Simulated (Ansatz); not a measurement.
`F[SiH]1[SiH2][Se]1` at its PBE0-D4/def2-TZVP geometry, where that method's forces vanish. The species carries charge 0 and has multiplicity 1.

```xyz
7

F     0.7363    0.7074   -2.1354
Si    0.7273   -0.1852   -0.8123
Si   -0.5793    0.3456    0.9394
Se   -1.1172   -1.4360   -0.4391
H     2.0246   -0.8882   -0.7624
H    -0.2627   -0.0238    2.3396
H    -1.5290    1.4803    0.8701
```

Q: What forces (eV/Å) does PBE-D4/def2-TZVPP give on these atoms in Ansatz 0.2.0? (Estimate.)

A: Computed: 
```
F1   0.015  0.372 -0.558
Si2  0.098 -0.157  0.390
Si3  0.068  0.109  0.081
Se4 -0.255 -0.322 -0.088
H5   0.162 -0.095  0.008
H6   0.026 -0.041  0.170
H7  -0.114  0.135 -0.003
```
